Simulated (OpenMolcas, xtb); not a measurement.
# A ladder of methods for SnSiH6 (SMILES [SiH3][SnH3])

The species is SnSiH6 (8 atoms), meant as a singlet with charge 0. As SMILES, `[SiH3][SnH3]`. The shape is that of a PBE0-D4/def2-TZVP optimisation.

| atom | x (Å) | y (Å) | z (Å) |
| --- | --- | --- | --- |
| Si | -0.6219 | 0.1213 | -1.1521 |
| Sn | 0.6117 | -0.1294 | 1.0775 |
| H | -2.0704 | 0.3552 | -0.9125 |
| H | -0.4650 | -1.1120 | -1.9673 |
| H | -0.0716 | 1.2724 | -1.9153 |
| H | 0.4504 | 1.2859 | 2.0193 |
| H | 2.2762 | -0.4107 | 0.8205 |
| H | -0.0172 | -1.4396 | 1.9740 |

Quantity: the electronic atomisation energy, in eV. The values are calculated. Electronic energies at fixed atoms, without zero-point motion or spin-orbit coupling.

```
                           level            kind     program  value (eV)
                        GFN0-xTB  semi-empirical         xtb       32.50
                        GFN1-xTB  semi-empirical         xtb       32.55
   HF/def2-SVPD (core potential)    Hartree–Fock  OpenMolcas       15.39
SVWN5/def2-SVPD (core potential)             LDA  OpenMolcas       22.72
  PBE/def2-SVPD (core potential)             GGA  OpenMolcas       20.02
 TPSS/def2-SVPD (core potential)        meta-GGA  OpenMolcas       21.13
B3LYP/def2-SVPD (core potential)   global hybrid  OpenMolcas       20.31
```

The values span 15.39 to 32.55 eV. The xTB rows lack spin polarisation, so open shells miss the exchange term that lowers them.
